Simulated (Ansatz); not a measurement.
Y₂O₂: single points at one geometry.

```yaml
crystal:
  periodic: [false, false, false]
  atoms:
    - {symbol: Y, position_ang: [-0.083117, -0.705048, 1.813770]}
    - {symbol: Y, position_ang: [-0.106897, 0.067576, -1.943639]}
    - {symbol: O, position_ang: [-0.611843, 0.520071, 0.110852]}
    - {symbol: O, position_ang: [0.801866, 0.117402, 0.019028]}
basis:
  gaussian: {orbitals: def2-SVP, initial_orbitals: start.molden}
hamiltonian: {xc: pbe0, dispersion: d4}
scf: {omitted_lower_state_checks: [starts]}
output: {orbitals: {seedname: orbitals}}
```

The file start.molden holds the orbitals of an earlier run on this structure, at another level or in another basis.

```sh
$ ansatz run in.yaml --threads 4 --pin off --events-out ev --progress --plain --max-ram 3916MiB
```

Output, abridged:

```
Functional definition: PBE0
974 factors; their error is unknown
mean field evaluation 1: about -6168.9926 eV, gradient 1.1e1 eV
mean field evaluation 2: about -6169.1031 eV, gradient 1.4e-1 eV
mean field evaluation 4: about -6169.2623 eV, gradient 5.5e-4 eV
mean field -6169.26230930 eV, -226.7162081906 hartree, gradient 2.1e-5 eV, S^2 0.000000; 0 other end points of the search recorded, 0 dependent functions left out
reference -6169.26233551 eV, -226.7162091536 hartree; 19, 19 occupied and 71, 71 virtual orbitals, 974 factors
Total energy: -6169.38706054 eV, -226.7207927140 hartree
Checks for a lower state left out: starts
```

Hardware: 4 threads of Intel Xeon on a shared host. Wall time 0.9 s.

As the first input, with `gaussian: {orbitals: def2-TZVP, initial_orbitals: start.molden}`, `hamiltonian: {xc: pbe, dispersion: d4}` (abridged; 1.2 s):

```
Functional definition: PBE
mean field -6176.03610077 eV, -226.9651404355 hartree, gradient 1.6e-5 eV, S^2 0.000000
Total energy: -6176.18422238 eV, -226.9705838043 hartree
Checks for a lower state left out: starts
```

As the first input, with `gaussian: {orbitals: def2-TZVP, initial_orbitals: start.molden}`, `correlation: {method: mp2}` and without the key `hamiltonian` (abridged; 1.5 s):

```
Functional definition: HF
mean field -6136.91928785 eV, -225.5276240752 hartree, gradient 2.3e-6 eV, S^2 0.000000; unrestricted orbitals would lower it
mean field evaluation 16: about -6137.2255 eV, gradient 2.7e-1 eV
2 core orbitals not correlated: weight in the atoms' cores, before any rotation towards them, 1.000 or more for the frozen orbitals, at most 0.000 for the correlated occupied ones
second order -25.57092141 eV of doubles, -0.00000000 eV of singles
Total energy: -6162.49020926 eV, -226.4673381043 hartree
Checks for a lower state left out: starts
```

The first input with `gaussian: {orbitals: def2-TZVP, initial_orbitals: start.molden}`, `hamiltonian: {xc: r2scan, dispersion: d4}` (abridged; 2.2 s):

```
Functional definition: r2SCAN
mean field -6178.38692657 eV, -227.0515316905 hartree, gradient 1.1e-5 eV, S^2 0.000000
Total energy: -6178.41350083 eV, -227.0525082764 hartree
Checks for a lower state left out: starts
```

The first input with `gaussian: {orbitals: def2-TZVP, initial_orbitals: start.molden}` (abridged; 1.4 s):

```
Functional definition: PBE0
mean field -6174.74718259 eV, -226.9177735661 hartree, gradient 1.6e-5 eV, S^2 0.000000
Total energy: -6174.87193366 eV, -226.9223580836 hartree
Checks for a lower state left out: starts
```

As the first input, with `gaussian: {orbitals: def2-TZVPP, initial_orbitals: start.molden}`, `correlation: {method: ccsd_t}` and without the key `hamiltonian` (abridged; 33 s):

```
Functional definition: HF
mean field -6136.99608601 eV, -225.5304463554 hartree, gradient 2.3e-6 eV, S^2 0.000000; unrestricted orbitals would lower it
mean field evaluation 16: about -6137.3263 eV, gradient 1.9e-1 eV
2 core orbitals not correlated: weight in the atoms' cores, before any rotation towards them, 1.000 or more for the frozen orbitals, at most 0.000 for the correlated occupied ones
second order -26.33727881 eV of doubles, -0.00000000 eV of singles
cycle   1  -25.46681865 eV  change    8.7e-1 eV  update   1.7e-1
cycle   2  -26.30990811 eV  change   -8.4e-1 eV  update   6.5e-2
cycle   3  -26.50685098 eV  change   -2.0e-1 eV  update   3.8e-2
cycle   4  -26.46869333 eV  change    3.8e-2 eV  update   1.1e-2
cycle   5  -26.45814880 eV  change    1.1e-2 eV  update   4.9e-3
cycle   6  -26.46063972 eV  change   -2.5e-3 eV  update   2.1e-3
cycle   7  -26.46171805 eV  change   -1.1e-3 eV  update   1.1e-3
cycle   8  -26.46150484 eV  change    2.1e-4 eV  update   5.1e-4
cycle   9  -26.46109686 eV  change    4.1e-4 eV  update   2.8e-4
cycle  10  -26.46097690 eV  change    1.2e-4 eV  update   1.3e-4
cycle  11  -26.46087731 eV  change    1.0e-4 eV  update   7.0e-5
cycle  12  -26.46095072 eV  change   -7.3e-5 eV  update   3.6e-5
cycle  13  -26.46093467 eV  change    1.6e-5 eV  update   2.0e-5
perturbative correction -1.18606837 eV, -0.0435872087 hartree
Total energy: -6164.64308905 eV, -226.5464549775 hartree
Checks for a lower state left out: starts
```

The first input with `gaussian: {orbitals: def2-TZVP, initial_orbitals: start.molden}`, `hamiltonian: {xc: {name: r2SCAN0}, dispersion: d4}` (abridged; 2.4 s):

```
Functional definition: r2SCAN0
mean field -6176.09694197 eV, -226.9673763086 hartree, gradient 9.3e-6 eV, S^2 0.000000
Total energy: -6176.13223880 eV, -226.9686734431 hartree
Checks for a lower state left out: starts
```

Geometry: PBE0-D4/def2-TZVP.

In the def2 sets Y takes a core potential; there is no spin–orbit coupling. Correlated methods freeze 2 core orbitals; core or outer-core shells of Y are correlated, in sets that lack core-valence functions. The structure holds one bond between oxygen atoms, so isomers without such links may lie far lower. The restricted singlet is unstable towards broken spin symmetry at other levels; at PBE0-D4/def2-SVP, r2SCAN0-D4/def2-TZVP this wasn't settled. At PBE-D4/def2-TZVP, MP2/def2-TZVP, r2SCAN-D4/def2-TZVP, PBE0-D4/def2-TZVP and others the restricted singlet (for correlated methods, its reference) is unstable: a solution with broken spin symmetry lies lower. The geometry of the singlet was relaxed on an unsound state (restricted singlet, unstable towards broken spin symmetry). The order of the spin states hangs on the level: the triplet lies 0.23 eV below the singlet at r2SCAN-D4/def2-TZVP, but 0.16 eV above it at PBE0-D4/def2-TZVP. The singlet is doubtful at r2SCAN-D4/def2-TZVP (restricted singlet, unstable towards broken spin symmetry). The singlet is doubtful at PBE0-D4/def2-TZVP (restricted singlet, unstable towards broken spin symmetry). The structure comes from a short search, and lower isomers may exist.
